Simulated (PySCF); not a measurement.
SMILES C(C)(C)(C)[SiH2]C(=O)O, GFN2-xTB optimised geometry.

```
20

C     -0.93    -2.81     1.13
C      0.02    -1.61     1.06
C      0.26    -1.10     2.48
C      1.35    -2.07     0.46
Si    -0.75    -0.23    -0.03
C      0.42     1.30     0.00
O      1.62     1.30     0.00
O     -0.28     2.44     0.00
H     -0.50    -3.61     1.73
H     -1.12    -3.21     0.13
H     -1.89    -2.53     1.56
H     -0.67    -0.76     2.94
H      0.96    -0.26     2.47
H      0.68    -1.88     3.11
H      2.04    -1.23     0.38
H      1.81    -2.83     1.10
H      1.21    -2.49    -0.53
H     -0.85    -0.66    -1.43
H     -2.04     0.23     0.48
H      0.31     3.21     0.00
```

Density from CAM-B3LYP/def2-SVP in PySCF at that geometry.

Minimum of the electron density along straight lines between bonded atoms, close to the bond critical point (lines longer than 1.1 times the sum of covalent radii, or with two minima, are not listed):

```
bond     length / Å  ρ at the minimum / e bohr⁻³  ∇²ρ there / e bohr⁻⁵  position (fraction from the first atom)
-------  ----------  ---------------------------  --------------------  ---------------------------------------
C1–C2         1.530                        0.243                 -0.55                                     0.50
C2–C3         1.532                        0.242                 -0.55                                     0.50
C2–C4         1.532                        0.242                 -0.55                                     0.50
C2–Si5        1.918                        0.115                  0.27                                     0.62
Si5–C6        1.921                        0.109                  0.32                                     0.38
C6–O7         1.206                        0.417                  0.30                                     0.33
C6–O8         1.339                        0.301                 -0.28                                     0.33
C1–H9         1.089                        0.275                 -1.01                                     0.63
C1–H10        1.088                        0.277                 -1.02                                     0.63
C1–H11        1.088                        0.277                 -1.02                                     0.63
C3–H12        1.089                        0.276                 -1.02                                     0.63
C3–H13        1.088                        0.278                 -1.03                                     0.63
C3–H14        1.090                        0.275                 -1.01                                     0.63
C4–H15        1.087                        0.280                 -1.06                                     0.64
C4–H16        1.090                        0.275                 -1.01                                     0.63
C4–H17        1.088                        0.276                 -1.02                                     0.62
Si5–H18       1.467                        0.117                  0.33                                     0.49
Si5–H19       1.464                        0.118                  0.32                                     0.49
O8–H20        0.974                        0.341                 -2.23                                     0.82
```
